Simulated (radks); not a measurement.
All-electron atom: the cerium ion Ce52+ in [He] 2s2 2p2. All-electron calculation, scalar-relativistic Kohn-Sham, LDA (Slater exchange, Perdew-Zunger correlation), spin-polarised, spherical densities, point nucleus; open shells are filled with parallel spins first (spin-orbit coupling, left out, can overturn this in heavy ions). Program: a radial shooting solver on a logarithmic mesh with Libxc functionals. Some entries of the table are withheld. Estimate them.

| orbital | occ. | eigenvalue (eV) | <1/r> (bohr^-1) |
|---|---|---|---|
| 1s up | 1 | -45133.31 | 63.41 |
| 1s down | 1 | -45100.01 | 63.45 |
| 2s up | 1 | -10664.33 | 15.31 |
| 2s down | 1 | -10612.87 | 15.27 |
| 2p up | 2 | -10118.04 | 14.46 |
| 2p down | 0 | -10056.26 | 14.43 |
| 3s up | 0 | -4527.287 | 6.503 |
| 3s down | 0 | -4513.799 | 6.484 |
| 3p up | 0 | -4362.989 | (1) |
| 3p down | 0 | -4347.492 | (2) |

Answer. 
(1) 3p up <1/r> (bohr^-1): 6.249
(2) 3p down <1/r> (bohr^-1): 6.232
